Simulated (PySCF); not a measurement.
# From a computed spectrum to the compound

A species of 10 atoms with charge 0 has these harmonic modes (PBE0, small Gaussian bases with core potentials, PySCF 2.14.0):

```
cm⁻¹  km/mol
  21    13.4
 108     0.0
 109     0.0
 280     0.0
 281     0.0
 283     0.0
 306     0.0
 404    11.1
 405    11.0
 524     0.3
 525     2.2
 527     0.4
 532   212.4
 533   212.8
 537   580.0
1523    27.7
1523    28.6
1528     0.1
3529    10.3
3529    10.7
3530     0.8
3611     2.1
3612     2.5
3612     4.1
```

Problem. Which species is it, and in which structure?

Solution. Eu(NH2)3 (singlet in the valence; each metal's 4f electrons, 6 of them, lie in its core potential, out of spins and levels):
```xyz
10

Eu   -0.0011   -0.0006    0.0040
N     2.2086    0.0015   -0.0122
H     2.8274    0.8099    0.0659
H     2.8320   -0.8016   -0.1084
N    -1.0988    1.9068    0.2091
H    -0.6971    2.8407    0.3067
H    -2.1096    2.0511    0.2154
N    -1.1011   -1.9028   -0.2319
H    -2.1120   -2.0456   -0.2546
H    -0.6985   -2.8344   -0.3442
```
Ideal gas at 298.15 K and 1 bar: S = 405.8 J/(mol K), Cp = 129.0 J/(mol K), H − H(0 K) = 25.5 kJ/mol (rigid rotor, harmonic modes, spin degeneracy alone, that of the 4f electrons in the core included; the modes under 60 cm⁻¹ make these uncertain). An lcecp potential fixes the number of 4f electrons, so in runs with it no electron can move into or out of that shell.
 Other answers can fit too; this one was computed.
